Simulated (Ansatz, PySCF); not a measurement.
Breaking the Si1–F2 bond in F2Si (SMILES F[Si]F) (multiplicity 1 held, fragments rigid). Energies count from the point at 1.609 Å.
Geometry at that point (charge 0, multiplicity 1):
```xyz
3

Si     0.01301     0.00213     0.57701
F      1.01152    -0.70303    -0.46923
F     -1.03175     0.69972    -0.42835
```

Restricted levels (R-, RO-) in cc, def2 and unpolarised 6-31G sets keep to the state of the molecule at rest. Unrestricted levels (U-) break spin symmetry where that is lower. Left out are points that failed, MP2 points that dive below the minimum, coupled-cluster points behind a jump of the amplitudes or a sharp parting from full CI or MRCI, small-basis points behind a change of solution, and semi-empirical points at long bonds. Levels need not reach the same state.

Cores are frozen in the correlated methods. Rows in 6-31G* carry no dispersion term and start afresh at each structure (6-31G* with six Cartesian d functions).

Run with Ansatz (an electronic-structure program); PySCF for 6-31G* rows. Values without a source in brackets are computed.

Energies in eV.

```csv
R (Å),R-PBE/cc-pV(T+d)Z,U-PBE/cc-pV(T+d)Z,R-B3LYP/6-31G*,U-CCSD/cc-pV(T+d)Z
1.287,3.25,3.25,3.49,3.02
1.448,0.60,0.60,0.64,0.47
1.609,0.00,0.00,0.00,0.00
1.770,0.23,0.23,0.29,0.37
1.931,0.77,0.77,0.93,1.04
2.172,1.73,1.73,2.05,2.18
2.414,2.65,2.65,3.08,3.25
2.816,3.88,3.88,4.44,4.78
3.218,4.73,4.72,5.40,5.78
3.701,5.39,5.30,6.18,6.28
4.344,5.88,5.66,left out,6.41
5.149,6.17,5.84,left out,6.43
```

Doubts at one or more of the structures used: a restricted determinant that unrestricted orbitals would lower (R-PBE/cc-pV(T+d)Z, R-B3LYP/6-31G*); a spin-contaminated determinant (U-PBE/cc-pV(T+d)Z, U-CCSD/cc-pV(T+d)Z); T1 above 0.05 (U-CCSD/cc-pV(T+d)Z).
